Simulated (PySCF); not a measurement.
PySCF 2.14 output of an unrestricted BP86 calculation on a single atom or ion in cc-pVDZ-DK, with the spin-free X2C one-electron Hamiltonian (Gaussian nucleus):

```
SCF conv_tol = 1e-09
number electrons alpha = 8  beta = 6
    A. D. Becke.,  Phys. Rev. A 38, 3098 (1988)
    J. P. Perdew.,  Phys. Rev. B 33, 8822 (1986)
cycle= 1 E= -290.00314375519  delta_E= -0.00369  |g|= 0.00982  |ddm|= 0.336
cycle= 2 E= -290.003212531206  delta_E= -6.88e-05  |g|= 0.00177  |ddm|= 0.0674
cycle= 3 E= -290.003216627484  delta_E= -4.1e-06  |g|= 0.000715  |ddm|= 0.0225
cycle= 4 E= -290.003217116215  delta_E= -4.89e-07  |g|= 8.41e-05  |ddm|= 0.00598
cycle= 5 E= -290.003217125106  delta_E= -8.89e-09  |g|= 3.82e-07  |ddm|= 0.00035
cycle= 6 E= -290.003217125106  delta_E= -5.68e-14  |g|= 3.38e-08  |ddm|= 5.23e-06
converged SCF energy = -290.003217125106  <S^2> = 2.0027952  2S+1 = 3.0018629
```

The run itself started from symmetry-adapted Hartree-Fock orbitals and held the occupation by maximum overlap, on a logarithmic radial grid, so the iterations belong to that start.

Task: Which element, charge and spin multiplicity is this?

Result: Si (silicon, neutral), multiplicity 3; the state was [Ne] 3s2 3p2, high-spin 3P determinant.
